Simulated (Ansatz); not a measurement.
Job for Ansatz (an electronic-structure program): U-BHLYP/def2-TZVPP on HfCl, 2S+1 = 2, a spin state set in the input, which need not be the lowest, a point of a bond scan (R = 2.312 Å). Elements past Kr take the def2 small-core potentials; no spin–orbit coupling.

Ansatz 0.2 input:
```yaml
crystal:
  periodic: [false, false, false]
  atoms:
    - {symbol: Hf, position_ang: [0.00000000, 0.00000000, 0.00000000]}
    - {symbol: Cl, position_ang: [0.00000000, 0.00000000, 2.31193100]}
basis:
  gaussian:
    orbitals: def2-TZVPP
    pivot_positions_ang: [[0.00000000, 0.00000000, 0.00000000], [0.00000000, 0.00000000, 2.31193100]]
hamiltonian:
  xc: {name: BHLYP}
magnetization: {spin_polarized: true, initial_magnetization: 1}
output: {forces: true, orbitals: {seedname: ./end}}
```

The head of its log:

```
WARN ansatz: RAYON_NUM_THREADS=2 ignored (pool sized by the plan → 2); use --threads N
Functional definition: BHLYP
integrals: 0.03 GiB planned
795 factors; their error is unknown
mean field: 0.39 GiB planned
mean field evaluation 1: about -13824.8771 eV, gradient 1.2e1 eV
mean field evaluation 2: about -13824.9376 eV, gradient 1.3e1 eV
```

**Question.** What total energy does the run end on?

**Answer.** -508.0947 hartree.
